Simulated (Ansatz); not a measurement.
`C[O][Hf]([F])([c]1ccccc1)[N](C)C`, relaxed with RKS PBE0-D4/def2-TZVP in the Gaussian-basis code of Ansatz from a GFN2-xTB geometry. The force threshold is 0.005 eV/Å; the program also tests the step.

Charge 0, multiplicity 1. Hf takes the def2 core potential.

Start:

```xyz
27

C    -0.641    3.441    0.140
O    -0.870    2.502    1.143
Hf    0.134    0.920    1.151
F     0.710    0.324    2.858
C    -0.960   -0.746    0.323
C    -1.965   -0.712   -0.655
C    -2.566   -1.868   -1.133
C    -2.179   -3.104   -0.647
C    -1.189   -3.179    0.318
C    -0.592   -2.019    0.792
N     1.783    1.222    0.056
C     1.687    0.595   -1.253
C     2.875    0.619    0.808
H    -1.026    4.418    0.460
H     0.437    3.545   -0.074
H    -1.166    3.160   -0.787
H    -2.293    0.246   -1.053
H    -3.340   -1.804   -1.885
H    -2.648   -4.005   -1.016
H    -0.885   -4.142    0.703
H     0.180   -2.103    1.558
H     0.840    1.019   -1.803
H     2.599    0.788   -1.836
H     1.565   -0.505   -1.188
H     2.948    1.099    1.789
H     3.831    0.763    0.284
H     2.729   -0.473    0.944
```

| step | energy (eV) | largest force (eV/Å) | largest move (Å) |
| --- | --- | --- | --- |
| 1 | -17113.9657 | 1.499 | 0.000 |
| 2 | -17114.3842 | 0.799 | 0.195 |
| 3 | -17114.5548 | 0.529 | 0.195 |
| 4 | -17114.7140 | 0.440 | 0.200 |
| 5 | -17114.8007 | 0.447 | 0.200 |
| 6 | -17114.8528 | 0.329 | 0.194 |
| 7 | -17114.8822 | 0.252 | 0.118 |
| 8 | -17114.9076 | 0.191 | 0.142 |
| 9 | -17114.9194 | 0.146 | 0.144 |
| 10 | -17114.9244 | 0.101 | 0.102 |
| 11 | -17114.9275 | 0.100 | 0.046 |
| 13 | -17114.9325 | 0.099 | 0.110 |
| 15 | -17114.9353 | 0.081 | 0.078 |
| 17 | -17114.9374 | 0.143 | 0.061 |
| 19 | -17114.9396 | 0.148 | 0.066 |
| 21 | -17114.9419 | 0.101 | 0.135 |
| 23 | -17114.9440 | 0.082 | 0.048 |
| 25 | -17114.9453 | 0.202 | 0.020 |
| 27 | -17114.9471 | 0.046 | 0.042 |
| 29 | -17114.9476 | 0.022 | 0.045 |
| 31 | -17114.9477 | 0.005 | 0.004 |
| 33 | -17114.9477 | 0.004 | 0.008 |
| 35 | -17114.9477 | 0.002 | 0.007 |

End:

```xyz
27

C    -1.241    3.592   -0.421
O    -0.595    2.462    0.065
Hf    0.235    0.980    0.946
F     0.338    0.988    2.871
C    -0.944   -0.818    0.343
C    -2.209   -0.710   -0.248
C    -2.957   -1.829   -0.588
C    -2.455   -3.098   -0.340
C    -1.205   -3.240    0.245
C    -0.466   -2.114    0.577
N     2.070    0.645    0.165
C     2.592    1.109   -1.095
C     3.002   -0.196    0.880
H    -1.590    4.228    0.400
H    -0.564    4.181   -1.049
H    -2.107    3.305   -1.027
H    -2.629    0.271   -0.456
H    -3.934   -1.713   -1.047
H    -3.036   -3.975   -0.603
H    -0.806   -4.230    0.440
H     0.513   -2.262    1.029
H     1.864    1.745   -1.606
H     3.514    1.694   -0.961
H     2.829    0.270   -1.765
H     2.592   -0.509    1.847
H     3.947    0.327    1.086
H     3.242   -1.106    0.312
```

Hardware: 11 threads of an AMD EPYC 7R13 on a shared host and a whole NVIDIA H100 80 GB. Wall time 2.7 min, peak host memory 1.4 GiB.
